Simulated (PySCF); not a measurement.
# Radial density of S (sulfur, neutral)

CAM-B3LYP, [Ne] 3s1 3p4 4s1, high-spin 5P determinant (an excited configuration). Calculation: PySCF 2.14, in aug-cc-pCVTZ-DK with one added diffuse shell each of s, p, d, f type (9s8p6d4f, 91 functions); scalar relativity by spin-free X2C-1e.

```
r (bohr)  4πr²ρ (e/bohr)  4πr²(ρα − ρβ)
 0.00210          0.1628         0.0007
 0.00352          0.4212         0.0017
 0.00593           1.064         0.0044
 0.00997           2.570         0.0105
  0.0168           5.718         0.0232
  0.0282           11.06         0.0442
  0.0474           16.89         0.0655
  0.0798           17.77         0.0736
   0.134           12.90         0.1370
   0.226           14.22         0.3929
   0.380           17.22         0.3517
   0.639           7.486         0.0152
    1.07           2.854         1.4640
    1.81           2.767         1.7041
    3.04          0.6920         0.3853
    5.11          0.2349         0.2188
    8.60         0.05436         0.0544
    14.5       0.0007478         0.0007
```

Densities and radii are taken from the X2C orbitals without a picture-change correction, which distorts them close to the nucleus.

The outer electron is Rydberg-like, and this basis confines it to a smaller radius and binds it less than a complete one would.
